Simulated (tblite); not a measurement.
Compound: C₄H₁₀NO₂Si (doublet state).
Numbering: `[OH:1][CH:2][O:3][CH2:4]/[CH:5]=[N:6]\[CH2:7][SiH3:8]` (hydrogens: H9 on O1; H10 on C2; H11, H12 on C4; H13 on C5; H14, H15 on C7; H16, H17, H18 on Si8)

A start from a force field or distance geometry was refined with GFN2-xTB geometry optimisation, gas phase (tblite 0.8.0). Values at the start:

```json
{"coordinate": "O1–C2", "start": "1.370 Å"}
{"coordinate": "O1–H9", "start": "0.991 Å"}
{"coordinate": "C2–O3", "start": "1.405 Å"}
{"coordinate": "C2–H10", "start": "1.120 Å"}
{"coordinate": "O3–C4", "start": "1.407 Å"}
{"coordinate": "C4–C5", "start": "1.489 Å"}
{"coordinate": "C4–H11", "start": "1.092 Å"}
{"coordinate": "C5=N6", "start": "1.297 Å"}
{"coordinate": "C5–H13", "start": "1.104 Å"}
{"coordinate": "N6–C7", "start": "1.453 Å"}
{"coordinate": "C7–Si8", "start": "1.892 Å"}
{"coordinate": "C7–H14", "start": "1.098 Å"}
{"coordinate": "Si8–H16", "start": "1.478 Å"}
{"coordinate": "O1–C2–O3", "start": "112.0°"}
{"coordinate": "C2–O3–C4", "start": "112.2°"}
{"coordinate": "O3–C4–C5", "start": "105.4°"}
{"coordinate": "C4–C5–N6", "start": "121.9°"}
{"coordinate": "C5–N6–C7", "start": "115.2°"}
{"coordinate": "N6–C7–Si8", "start": "104.5°"}
{"coordinate": "O1–C2–O3–C4", "start": "12°"}
{"coordinate": "O3–C4–C5–N6", "start": "160°"}
{"coordinate": "C4–C5–N6–C7", "start": "-1°"}
{"coordinate": "C5–N6–C7–Si8", "start": "143°"}
```

How do these coordinates change at the GFN2-xTB level?

| coordinate | GFN2-xTB (Å or °) | change |
| --- | --- | --- |
| C5=N6 | 1.254 | -0.043 |
| C2–O3 | 1.365 | -0.040 |
| C2–H10 | 1.084 | -0.036 |
| N6–C7 | 1.421 | -0.032 |
| O1–H9 | 0.960 | -0.031 |
| C7–Si8 | 1.918 | +0.026 |
| C4–C5 | 1.513 | +0.024 |
| C5–H13 | 1.085 | -0.019 |
| O1–C2 | 1.389 | +0.019 |
| Si8–H16 | 1.460 | -0.018 |
| C4–H11 | 1.099 | +0.007 |
| C7–H14 | 1.092 | -0.006 |
| O3–C4 | 1.407 | 0.000 |
| C5–N6–C7 | 123.2 | +8.0 |
| O3–C4–C5 | 112.4 | +7.0 |
| C4–C5–N6 | 128.2 | +6.3 |
| O1–C2–O3 | 116.0 | +4.0 |
| N6–C7–Si8 | 108.2 | +3.7 |
| C2–O3–C4 | 115.9 | +3.7 |
| C5–N6–C7–Si8 | 96 | -47 |
| O3–C4–C5–N6 | -176 | +24 |
| O1–C2–O3–C4 | 31 | +19 |
| C4–C5–N6–C7 | 2 | +3 |

The energy falls by 0.918 eV over 188 L-BFGS steps, the largest force on an atom goes from 3.55 to 0.008 eV/Å, and the atoms move by 0.784 Å rms after alignment. The bond that changes most is C5=N6 (ends: carbon bonded to C, N and H; nitrogen bonded to 2 C), which shortens by 0.043 Å. Bonds longer at the end by more than 0.005 Å: 5 of 17; shorter: 11. Among the dihedrals that turn most is H9–O1–C2–O3, from 118° to 177°. Rotational constants go from 4706, 679.6, 645.8 to 2952, 848.1, 729.2 MHz.

On one thread of an Arm Neoverse V2, on a shared host, this took 1.1 s.

Its GFN2-xTB frequencies are all real (lowest 20 cm⁻¹). 3 starts were optimised and ended at 0.00, 0.99 and 1.83 kcal/mol (GFN2-xTB); the lowest of these is shown.

One conformer stands for the species.

The numbers are calculated, not measured.
